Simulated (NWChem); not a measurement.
Species: C₂H₆BeFN; SMILES C[N](C)[Be][F]

```xyz
11

Be    -0.0001     1.0721     0.0000
F     -0.0002     2.4599     0.0000
N      0.0002    -0.4335     0.0000
C      0.0000    -1.2375    -1.2104
C      0.0000    -1.2375     1.2104
H     -0.8881    -1.8891    -1.2691
H      0.8868    -1.8909    -1.2680
H      0.0012    -0.5999    -2.1023
H      0.8868    -1.8909     1.2680
H     -0.8881    -1.8891     1.2691
H      0.0012    -0.5999     2.1023
```
Atoms are numbered in this order, from 1.

The geometry was optimised at B3LYP/6-31G* (spherical d).

Q: Give the principal values of the shielding tensors (ppm) of Be1, F2, N3, C4 from B3LYP/6-31G* (spherical d), GIAO (NWChem), with their diamagnetic and paramagnetic parts as GIAO splits them.

A: 
| atom | σ11 | σ22 | σ33 | isotropic | diamagnetic | paramagnetic |
|---|---|---|---|---|---|---|
| Be1 | 81.8 | 87.0 | 154.6 | 107.8 | 154.6 | -46.8 |
| F2 | 260.9 | 321.9 | 452.3 | 345.0 | 464.7 | -119.7 |
| N3 | 209.0 | 235.0 | 263.3 | 235.8 | 307.6 | -71.8 |
| C4 | 129.6 | 138.5 | 185.6 | 151.2 | 248.5 | -97.2 |
